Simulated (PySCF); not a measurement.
Species: C₄H₁₀ClSi (doublet state).
Structure used (GFN2-xTB), in Å, numbered top down from 1:
```xyz
16
C4H10ClSi angstrom
C     -0.2710   -1.4306   -0.3301
C     -0.2163   -0.0995    0.4125
Si    -1.9192    0.7681    0.3859
C      0.8751    0.8259   -0.1865
C      2.2334    0.2759   -0.0359
Cl     2.9717   -0.5617   -1.3155
H     -0.5220   -1.2753   -1.3776
H      0.6848   -1.9494   -0.2850
H     -1.0267   -2.0794    0.1083
H      0.0664   -0.3033    1.4513
H     -2.9118   -0.1046    1.0145
H     -1.8217    2.0316    1.1191
H     -2.2943    1.0296   -1.0047
H      0.8246    1.7856    0.3388
H      0.6569    0.9982   -1.2414
H      2.6624    0.0978    0.9349
```

The hyperfine couplings belong to this conformer and change with its torsions.

As a line formula: `C[C@H]([SiH3])C[CH]Cl` [radical].

Method: UKS B3LYP, pcH-1 on C Cl H Si, non-relativistic, mean-field spin-orbit, GIAO in PySCF. One conformer (not necessarily the lowest) at the GFN2-xTB geometry, without solvent, vibrations or thermal averaging. The geometry wasn't refined by DFT: couplings that depend on bond lengths, twists or pyramidal angles can differ widely from those at the functional's own minimum. Stability of the SCF solution: not tested.

Question: What is the g tensor, term by term?

Answer: 
```tsv
Δg (ppt)	1	2	3
relativistic mass correction	-0.18	-0.18	-0.18
gauge correction	0.00	0.03	0.02
orbital Zeeman/spin–orbit	-0.51	5.21	6.90
total	-0.69	5.06	6.74
```

So g = 2.00163, 2.00738, 2.00906 and g_iso = 2.00602; the tensor is rhombic: the two nearest values differ by 23 % of g3 − g1. Axes: g2 points within 7° of the C5–Cl6 bond.

Question: Average each term over the three axes. Which is largest in size?

Answer: The orbital-Zeeman/spin–orbit term 3.87, the mass correction -0.18 and the gauge correction 0.02 ppt, for a total of 3.70 ppt. The orbital-Zeeman/spin–orbit term is the largest in size. The mass correction is the same along every axis, so the anisotropy comes from the other two: their spans along these axes are 0.03 (gauge) and 7.40 ppt (orbital Zeeman/spin–orbit).

Question: At 9.37 GHz, how far is the centre of the isotropic spectrum from where a free electron (g = 2.002319) resonates?

Answer: B = hν/(g μB) with μB/h = 13.99624 MHz/mT gives 334.34 mT for the free electron and 333.73 mT at g_iso, 0.62 mT lower.

Question: In a frozen sample, at which fields do the three g values resonate at 9.5, 34, 94 and 263 GHz (hyperfine left aside), and which band first spreads them over more than twice a line width of 1.0 mT?

Answer: 
```csv
band,GHz,B(g3) mT,B(g2) mT,B(g1) mT,spread mT
X,9.5,337.85,338.13,339.10,1.25
Q,34.0,1209.14,1210.15,1213.62,4.48
W,94.0,3342.91,3345.70,3355.30,12.40
J,263.0,9353.03,9360.83,9387.71,34.69
```

The spread grows in proportion to the frequency. Q band is the first where it exceeds 2.0 mT.

The Mulliken spin populations are largest on C5 (+0.94), Cl6 (+0.09) and C4 (-0.07). C5 is the only atom above +0.15. The positive populations add up to 1.12 and the negative ones to -0.12, together 2S = 1. The angles at C5 add up to 357.1°, so it is nearly planar; its axial dipolar tensor and the negative coupling of its proton fit spin in a p orbital normal to that plane.

The HOMO–LUMO gaps are 6.00 eV among the α and 6.20 eV among the β orbitals.
